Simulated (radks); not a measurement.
Results of a calculation; reference values are marked as such.
All-electron atom: Bi XV in [Xe] 4f14 5d1 (the NIST ground configuration). Code: a radial shooting solver on a logarithmic mesh with Libxc functionals. Model: Dirac Kohn-Sham, relativistic LDA (MacDonald-Vosko exchange, VWN5 correlation), spin-unpolarised, spherical densities, finite nucleus; open shells fill j = l - 1/2 first; Fermi nuclear charge, rms radius 5.5211 fm. Some entries of the table are withheld. Estimate them.

orbital  occ.  eigenvalue (Ry)  <r^2> (bohr^2)
1s1/2       2        -6619.303       0.0003497
2s1/2       2        -1206.340        0.005233
2p1/2       2        -1161.184        0.003672
2p3/2       4        -993.1155        0.004848
3s1/2       2        -306.3835         0.03384
3p1/2       2        -285.7346         0.03066
3p3/2       4        -248.0307         0.03695
3d3/2       4        -213.8544         0.02807
3d5/2       6        -205.8039         0.02977
4s1/2       2        -85.32089          0.1611
4p1/2       2        -76.28447          0.1627
4p3/2       4        -66.92661          0.1932
4d3/2       4        -52.11133          0.1985
4d5/2       6        -50.34640          0.2087
4f5/2       6        -30.98742          0.2200
4f7/2       8        -30.57339          0.2257
5s1/2       2              (1)          0.7091
5p1/2       2        -26.70424          0.7754
5p3/2       4        -24.54804          0.8981
5d3/2       1        -19.40673           1.103
5d5/2       0        -19.04618           1.145
6s1/2       0        -15.00322           2.383
6p1/2       0              (2)           2.650
6p3/2       0              (3)           2.960

Answer. 
(1) 5s1/2 eigenvalue (Ry): -30.05136
(2) 6p1/2 eigenvalue (Ry): -13.64215
(3) 6p3/2 eigenvalue (Ry): -12.87214
